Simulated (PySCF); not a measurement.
Species: C3H5O2Si (charge -1).
Numbering: `[O:1]=[CH:2]/[C:3]([SiH3:4])=[CH:5]\[O-:6]` (hydrogens: H7 on C2; H8, H9, H10 on Si4; H11 on C5)
Bond orders are those of one Lewis drawing.

Computed by this run: PBE0-D3(BJ)/def2-TZVP geometry optimisation, gas phase (PySCF 2.14.0); density fitting, grid level 2; the optimiser is geomeTRIC in internal coordinates, started from a GFN2-xTB structure.

Geometry at step 0:
```
atom  x, y, z in Å
O1      0.9500   -2.1517    0.2557
C2      1.2391   -0.9761    0.0014
C3      0.3309    0.0953   -0.0659
Si4    -1.4405   -0.3238    0.2587
C5      0.7763    1.3951   -0.3646
O6      1.9251    1.7838   -0.5956
H7      2.3021   -0.7142   -0.1957
H8     -1.7106   -0.8638    1.6047
H9     -2.0310   -1.2858   -0.6910
H10    -2.2880    0.8866    0.1542
H11    -0.0480    2.1572   -0.3878
```

Question: What forces act on the atoms?

Answer: 
```tsv
atom	Fx (eV/Å)	Fy (eV/Å)	Fz (eV/Å)
O1	-0.025	-0.098	0.024
C2	0.296	-0.343	0.019
C3	-0.683	-0.249	0.140
Si4	0.810	0.173	-0.146
C5	0.003	0.591	-0.105
O6	0.014	0.048	-0.012
H7	-0.066	0.016	0.007
H8	-0.093	-0.176	0.353
H9	-0.175	-0.285	-0.231
H10	-0.165	0.333	-0.037
H11	0.084	-0.010	-0.011
```

The largest, 0.84 eV/Å, acts on Si4; the rms over all components is 0.265 eV/Å. The forces sum to zero within rounding, as they must for an isolated molecule in no field.

Question: Give the force on Si4 in Eh/bohr and in nN.

Answer: 0.841 eV/Å ÷ 51.422 = 0.01635 Eh/bohr, and 0.841 eV/Å × 1.602 = 1.35 nN.

Question: How far is this geometry from the end of the optimisation?

Answer: 0.028 eV above it, and 0.023 Å rms away after alignment. The bonds farthest from their final lengths, with half the difference of the two atoms' forces along the bond (positive lengthens):

| bond | now (Å) | final (Å) | force along bond (eV/Å) |
| --- | --- | --- | --- |
| Si4–H9 | 1.475 | 1.499 | +0.37 |
| Si4–H8 | 1.475 | 1.499 | +0.37 |
| C3–Si4 | 1.849 | 1.827 | -0.79 |
| Si4–H10 | 1.481 | 1.503 | +0.34 |
| C3=C5 | 1.406 | 1.422 | +0.52 |
| C2–C3 | 1.406 | 1.418 | +0.35 |

The angle farthest from its final value is H8–Si4–H9, 106.0° against 104.7°.

Of the 6 listed bonds off by 0.010 Å or more, this force points towards the final length in 6.

What follows is the cost of the whole optimisation. On Intel Xeon Platinum 8175M at 2.50 GHz, one thread (shared host), this took 1.8 min wall and 0.90 GiB of memory at its peak.
